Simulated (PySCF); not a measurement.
**Basis and Hamiltonian dependence of the excitation energy of Co²⁺**

Co²⁺ [Ar] 3d7 (4F) → Co²⁺ [Ar] 3d6 4s1 (6D). All values are computed (PySCF 2.14, energy differences of UHF-based or UKS calculations, no spin-orbit coupling). Values in eV.

```csv
basis,Hamiltonian,functions,UHF,LDA,PBE0,MP2 (valence),CCSD(T) (valence),CCSD(T) (valence and next inner shell)
ANO-RCC-VTZP,spin-free X2C,59,4.978,6.363,6.300,6.496,6.320,6.212
aug-cc-pVDZ,non-relativistic,59,5.101,6.251,6.230,6.264,6.127,n/a
aug-cc-pVDZ-DK,spin-free X2C,59,4.573,5.714,5.694,5.733,5.594,n/a
x2c-TZVPPall,spin-free X2C,64,4.490,5.865,5.761,5.770,5.646,5.590
"x2c-TZVPPall with one added diffuse shell each of s, p, d, f type",spin-free X2C,80,4.477,5.836,5.738,5.750,5.622,5.566
aug-cc-pVTZ-DK,spin-free X2C,93,4.369,5.653,5.566,5.651,5.513,n/a
aug-cc-pVTZ,non-relativistic,93,4.897,6.193,6.104,6.185,6.049,n/a
def2-QZVPPD,non-relativistic,100,4.908,6.218,6.127,6.211,6.075,n/a
dyall-av2z,non-relativistic,101,4.982,6.430,6.297,6.172,6.054,n/a
x2c-QZVPPall,spin-free X2C,103,4.370,5.666,5.578,5.672,n/a,n/a
aug-cc-pwCVTZ-DK,spin-free X2C,127,4.368,5.660,5.572,5.719,n/a,n/a
"x2c-QZVPPall with one added diffuse shell each of s, p, d, f, g type",spin-free X2C,128,4.370,5.664,5.577,5.672,n/a,n/a
aug-cc-pVQZ,non-relativistic,140,4.900,6.203,6.107,6.276,n/a,n/a
"aug-cc-pwCVTZ-DK with one added diffuse shell each of s, p, d, f, g type",spin-free X2C,152,4.368,5.659,5.571,5.718,n/a,n/a
```

Frozen in the all-electron rows: valence: [Ar]; valence and next inner shell: [Ne].

At UHF, ANO-RCC-VTZP lies more than 0.3 eV from the median of the rows with comparable relativity. Of these, ANO-RCC-VTZP has no diffuse functions of the l that the added or promoted electron needs.

Non-relativistic rows lack the scalar-relativistic shift.
